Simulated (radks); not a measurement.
Effect of the nuclear size on neutral samarium, [Xe] 4f6 6s2. All-electron calculation, Dirac Kohn-Sham, LDA (Slater exchange, Perdew-Wang correlation), spin-unpolarised, spherical densities, finite nucleus; open shells fill j = l - 1/2 first; Fermi nuclear charge, rms radius 5.0819 fm. Program: a radial shooting solver on a logarithmic mesh with Libxc functionals. The rms radius is varied about that value; shifts are against it.

rms radius (fm)  total energy shift (eV)  density at nucleus (e/bohr^3)  1s1/2 shift (meV)  2s1/2 shift (meV)  5s1/2 shift (meV)  5p1/2 shift (meV)  6s1/2 shift (meV)  4f5/2 shift (meV)  6p1/2 (empty) shift (meV)
4.4721                             -3.79                      5.474e+05              -1570               -198              -1.46              0.201             -0.066              0.316                      0.062
4.6347                             -2.81                      5.428e+05              -1160               -147              -1.08              0.150             -0.049              0.235                      0.046
5.0819                                 0                       5.31e+05              0.000              0.000              0.000              0.000              0.000              0.000                      0.000
5.4021                              2.13                      5.234e+05                883                112              0.822             -0.114              0.037             -0.178                     -0.035
5.6917                              4.15                      5.169e+05               1720                217               1.60             -0.221              0.073             -0.347                     -0.067

Slopes of the eigenvalues against <r^2> in GHz/fm^2, as finite differences over the two radii next to the reference (eigenvalue slopes, not the field-shift constants of lines): 1s1/2 64200, 2s1/2 8130, 5s1/2 59.8, 5p1/2 -8.26, 6s1/2 2.72, 4f5/2 -13.0, 6p1/2 (empty) -2.53.
